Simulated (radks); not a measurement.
The nuclear charge of the manganese ion Mn+ is varied continuously with 24 electrons held in [Ar] 3d5 4s1. All-electron calculation, scalar-relativistic Kohn-Sham, BLYP, spin-polarised, spherical densities, finite nucleus; open shells are filled with parallel spins first; Fermi nuclear charge, rms radius 3.7057 fm. Program: a radial shooting solver on a logarithmic mesh with Libxc functionals. By the Hellmann-Feynman theorem dE/dZ = E(electron-nucleus)/Z, the electronic potential at the nucleus (averaged over a nucleus of fixed radius). The scalar-relativistic energy here is not variational (the density holds large components alone), so the two differ by a part that grows with Z.

| Z | E (hartree) | E(electron-nucleus)/Z (hartree) | HOMO | e(HOMO) (eV) | <r> HOMO (bohr) |
|---|---|---|---|---|---|
| 24 | -1050.99717 | -104.525 | 3d | -3.481 | 1.476 |
| 24.5 | -1104.02854 | -107.445 | 4s | -8.010 | 3.000 |
| 25 | -1158.51832 | -110.348 | 4s | -12.461 | 2.741 |
| 25.5 | -1214.45981 | -113.241 | 4s | -17.540 | 2.532 |
| 26 | -1271.84903 | -116.127 | 4s | -23.197 | 2.359 |

The central difference of E at Z = 25 is -110.431 hartree, to compare with the third column; the second derivative is -5.81 hartree.
